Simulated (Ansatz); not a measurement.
Mulliken charges of CH6GeSeSi, SMILES `[CH2]1[GeH2][SiH2][Se]1` from ωB97M-V/def2-TZVPP in Ansatz (PBE0-D4/def2-TZVP geometry).

```
atom   x (Å)   y (Å)   z (Å)  charge (e)
  C1  -0.923   0.939  -0.666      -0.411
 Ge2  -0.499  -0.961  -0.276       0.044
 Si3   1.387  -0.146   0.915       0.106
 Se4   0.566   1.888   0.231      -0.094
  H5  -1.866   1.268  -0.232       0.168
  H6  -0.908   1.177  -1.728       0.167
  H7  -0.232  -1.776  -1.555       0.026
  H8  -1.609  -1.661   0.529       0.026
  H9   1.421  -0.322   2.392      -0.016
 H10   2.746  -0.458   0.395      -0.015
```

By hand: the dipole of these point charges (1 e Å = 4.8032 D).

Σ q r = (-0.126, -0.289, -0.062) e Å, of length 0.321 e Å = 1.54 D.

How does the dipole of the full density compare? (An estimate is asked.)

The calculation gave: (-0.135, -0.244, -0.069) e Å, 1.38 D; the point charges give 1.12 times that, at 6° from its direction.

Point charges leave out the atoms' own dipoles, such as those of lone pairs, and Mulliken's split depends on the basis, so the close match here is no proof of good charges.
